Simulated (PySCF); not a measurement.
C3H10AlFS.
SMILES with atom numbers: `[CH3:1][AlH2-:2][S@+:3]([CH3:4])[CH2:5][F:6]` (hydrogens: H7, H8, H9 on C1; H10, H11 on Al2; H12, H13, H14 on C4; H15, H16 on C5)

Computed, not measured: core-valence-separated Tamm–Dancoff BHandHLYP/aug-pcX-1 (pcseg-1 on H, def2-SVPD on S, def2-SVPD on Al) in PySCF, non-relativistic, gas phase, PBE0-D3(BJ)/def2-SVP geometry. The energies are unshifted.

Q: List the carbon K-edge absorption lines.

A: 
| E (eV) | f | core hole on | main final orbital |
| --- | --- | --- | --- |
| 284.18 | 0.0015 | C1 | LUMO+2 (51 %) |
| 284.77 | 0.0108 | C1 | LUMO (37 %) |
| 284.91 | 0.0106 | C1 | spread |
| 285.16 | 0.0511 | C4 | spread |
| 285.35 | 0.0091 | C1 | LUMO+1 (32 %) |
| 285.48 | 0.0143 | C1 | spread |
| 285.52 | 0.0178 | C1 | spread |
| 285.81 | 0.0147 | C1 | spread |
| 286.05 | 0.0006 | C1 | spread |
| 286.11 | 0.0037 | C1 | LUMO+5 (39 %) |
| 286.43 | 0.0013 | C1 | LUMO+8 (30 %) |
| 286.55 | 0.0017 | C1 | spread |
| 286.59 | 0.0019 | C1 | LUMO+6 (35 %) |
| 286.60 | 0.0136 | C4 | LUMO (63 %) |
| 286.89 | 0.0066 | C1 | spread |

The first line with a tenth or more of the strongest one's intensity is at 284.77 eV (f = 0.011), with the hole on C1 (methyl carbon). The strongest listed is at 285.16 eV (f = 0.051; C4).

Q: What does the F 1s absorption edge look like?

A: 
| E (eV) | f | core hole on | main final orbital |
| --- | --- | --- | --- |
| 685.45 | 0.0309 | F6 | spread |
| 686.94 | 0.0024 | F6 | LUMO+1 (63 %) |
| 687.51 | 0.0064 | F6 | LUMO (49 %) |
| 688.07 | 0.0018 | F6 | spread |
| 688.35 | 0.0007 | F6 | LUMO+4 (31 %) |
| 688.47 | 0.0076 | F6 | LUMO+3 (36 %) |
| 688.50 | 0.0031 | F6 | spread |

The first line with a tenth or more of the strongest one's intensity is at 685.45 eV (f = 0.031), with the hole on F6 (alkyl fluorine). It is also the strongest listed.

Roots within 0.03 eV whose holes lie on the same, on equivalent or on shared atoms are summed into one line, and the highest roots are left out, as the search may have cut off their partners. Final orbitals are the ground state's empty Kohn–Sham orbitals.

Q: What are the wavelength and the wavenumber of the 286.60 eV line?

A: λ = 12398.42 eV Å/286.60 eV = 43.260 Å; 2.3116 × 10⁶ cm⁻¹.

The ionisation thresholds weren't computed; near and above them a finite basis only mimics Rydberg series and continuum.

The values belong to the conformer `[CH3:1][AlH2-:2][S@+:3]([CH3:4])[CH2:5][F:6]`: C1–Al2–S3–C4 -91°, Al2–S3–C5–F6 51°.
